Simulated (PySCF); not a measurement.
Exercise with solution: oscillator strength and radiative lifetime

C4H11NSi, SMILES CNC1([SiH3])CC1.

Coordinates come from a B3LYP-D3(BJ)/def2-SVP optimisation. The structure was generated by enumeration, and PubChem lists no compound with its InChIKey, so it may never have been made. The values are those of a single conformer.

TDA-B3LYP/def2-SVPD run with PySCF 2.14.0 puts the first singlet state with f over 0.02 at 6.13 eV (vertical), with the transition dipole (0.113, -0.691, 0.026) in atomic units.

### Question
Find the oscillator strength, the wavelength and the radiative lifetime that this transition would have in vacuum if emission retraced absorption.

### Answer

|μ|² = 0.4909 au, so |μ| = 1.78 D. ΔE = 6.13/27.211 = 0.2253 hartree. f = (2/3) ΔE |μ|² = 0.074 (the program prints 0.074).
λ = 1239.84/6.13 = 202 nm; ν = 49442 cm⁻¹.
Einstein's coefficient A = 0.6670 ν² f s⁻¹ (ν in cm⁻¹) = 1.2e8 s⁻¹, so τ = 1/A = 8.3 ns. This state is S3; the lower singlets have f = 0.001, 0.016. The figure is the radiative limit of this one transition; relaxation, internal conversion, crossing to triplets and a medium change what is measured.
